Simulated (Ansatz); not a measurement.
Isolated molecules relaxed with PBE0-D4/def2-TZVP in Ansatz; ΔE leaves out vibrations. CCSD(T)/CBS adds triple-zeta CCSD(T) − MP2 to the extrapolated MP2 energy (def2 sets, frozen cores). This one scheme is used for every species. DFT in def2-TZVPP. B3LYP here is the variant with VWN-RPA as its local correlation; programs differ in this. For Ge outer-core shells are correlated without core-valence functions, which leaves a few kJ/mol of doubt a bond. Scalar relativity is left out up to krypton. One conformer a species, not always the lowest.

Reaction (cleavage of the Ge–Si bond): `F[Si](F)(F)[GeH3]` + `O[SiH](O)F` → `O[SiH](F)[O][GeH3]` + `F[SiH](F)F`

```
      level  ΔE (kJ/mol)
LDA (SPW92)         -7.5
   B3LYP-D4        -32.0
```

Question: What does CCSD(T)/CBS give? (Best estimate.)

Answer: Ansatz gave: -34.4 kJ/mol. The listed levels differ from it by 26.9, 2.4 kJ/mol.

Largest T1 diagnostic among the species: 0.012.

At CCSD(T), def2-SVP lies −13.7 kJ/mol from the extrapolated value and def2-TZVPP −5.4 kJ/mol. In def2-TZVPP, CCSD(T) changes the Hartree–Fock value by +21.8 kJ/mol (the triples alone add +1.9 kJ/mol) and MP2 by +17.0 kJ/mol. From PBE to PBE0 (25 % exact exchange), in def2-TZVPP and without D4, ΔE moves by −7.3 kJ/mol.
